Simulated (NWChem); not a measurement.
# GeF3, doublet; SMILES [F][Ge]([F])[F]

Program: NWChem. Spin-unrestricted. In the optimisation the excess spin sits in a (C3, its own frame). No stability test was run on the SCF state. Each level has its own optimisation; frequencies are unscaled.

```tsv
level	r F–Ge (Å)	highest harmonic frequency (cm⁻¹)	lowest (cm⁻¹)	zero-point energy (kcal/mol)	dipole (D)
BLYP/def2-SVP	1.763	(withheld)	195	3.7	1.89
LDA (Slater exchange, VWN5)/def2-SVP	1.725	730	199	4.0	1.81
PBE/def2-SVP	1.753	691	195	3.8	1.87
PBE0/def2-SVP	1.727	738	209	4.1	2.15
```

Task: Complete the blanks.

Result: 
- BLYP/def2-SVP, highest harmonic frequency (cm⁻¹): 674
